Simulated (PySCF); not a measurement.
SMILES [GeH3][SiH2][SiH2]O, GFN2-xTB optimised geometry.

```
12

O      1.81     0.44     0.00
Si     1.68    -1.19     0.00
Si    -0.62    -1.19     0.00
Ge    -1.18     1.08     0.00
H      2.65     0.90     0.01
H      2.40    -1.71    -1.17
H      2.40    -1.71     1.17
H     -1.21    -1.86    -1.16
H     -1.21    -1.86     1.17
H     -0.66     1.86    -1.17
H     -0.67     1.86     1.18
H     -2.65     1.43    -0.01
```

Density from PBE0/def2-TZVP run with PySCF 2.14.0 at that geometry.

Minimum of the electron density along straight lines between bonded atoms, close to the bond critical point (lines longer than 1.1 times the sum of covalent radii, or with two minima, are not listed):

```csv
bond,length / Å,ρ at the minimum / e bohr⁻³,∇²ρ there / e bohr⁻⁵,position (fraction from the first atom)
O1–Si2,1.638,0.138,?,0.59
Si2–Si3,2.304,?,-0.19,0.52
Si3–Ge4,2.341,0.093,-0.16,0.43
O1–H5,0.954,0.362,?,0.81
Si2–H6,1.469,0.124,0.17,0.49
Si2–H7,1.469,0.124,0.17,0.49
Si3–H8,1.470,0.121,0.19,0.49
Si3–H9,1.470,0.121,0.19,0.49
Ge4–H10,1.500,0.140,0.09,0.60
Ge4–H11,1.501,0.140,0.09,0.60
Ge4–H12,1.509,0.137,0.09,0.59
```

Question: Complete the blanks.

Answer: 
- O1–Si2, ∇²ρ there / e bohr⁻⁵: 0.87
- Si2–Si3, ρ at the minimum / e bohr⁻³: 0.099
- O1–H5, ∇²ρ there / e bohr⁻⁵: -2.50
